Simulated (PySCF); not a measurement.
# Two-dimensional NMR puzzle

Compound of formula C₈H₁₀N₂Si. Correlations simulated from computed shifts and the bond graph:

HSQC (one-bond C–H):
```
  δH     δC
9.47  154.6
3.60  103.4
2.85   29.5
1.26   18.8
```

COSY cross peaks (H two or three bonds apart, from the bond graph; peaks can be absent where the dihedral angle is near 90°):
```
  δH    δH
2.85  1.26
```

HMBC (two and three bonds, from the bond graph):
```
  δH                         δC
9.47         148.2, 129.4, 29.5
4.82               167.7, 129.4
3.60                129.4, 84.0
2.85  154.6, 148.2, 129.4, 18.8
1.26                148.2, 29.5
```

Carbons without hydrogens: δ 167.7, 148.2, 129.4, 84.0.

No relativistic terms, in vacuum, equivalent nuclei averaged, one conformer. GFN2-xTB geometry; PBE0/pcSseg-1 with gauge-including orbitals; PySCF 2.14.0 with density-fitted response routines.

Scale: 1H (31.72 ppm), 13C (186.93 ppm) against TMS (reference shieldings calculated alike).

Exchangeable hydrogens are left out of these lists.

Assemble the structure.

Results:

SMILES c1(CC)c(C#C)c([SiH3])nnc1.

Mapped SMILES: `[CH:1]#[C:2][c:3]1[c:4]([CH2:5][CH3:6])[cH:7][n:8][n:9][c:10]1[SiH3:11]`. Hydrogens are named by the atom that carries them.

- δC 167.7 is C10, a substituted aromatic carbon next to a ring nitrogen.
- δC 154.6 is C7, an aromatic CH next to a ring nitrogen (δH 9.47).
- δC 148.2 is C4, a substituted aromatic carbon.
- δC 129.4 is C3, a substituted aromatic carbon.
- δC 103.4 is C1, a terminal alkyne carbon (δH 3.60).
- δC 84.0 is C2, an alkyne carbon.
- δC 29.5 is C5, an sp3 CH2 on an aromatic ring (δH 2.85).
- δC 18.8 is C6, a methyl carbon (δH 1.26).
- HMBC from δH 9.47 reaches the proton-free carbons C4, C3.
- HMBC from δH 4.82 reaches the proton-free carbons C10, C3.
- HMBC from δH 3.60 reaches the proton-free carbons C3, C2.
- HMBC from δH 2.85 reaches the proton-free carbons C4, C3.
- COSY links 2.85–1.26.

This is the structure that produced the data.

Shifts are as computed. Against solution values, carbons near 30 ppm lie about +3 ppm off and those near 130 ppm about +5 ppm. Of 1211 compounds with measured shifts, 218 miss one by over three times the rms of a fit or turn the order of signals round; such compounds aren't used in these exercises.
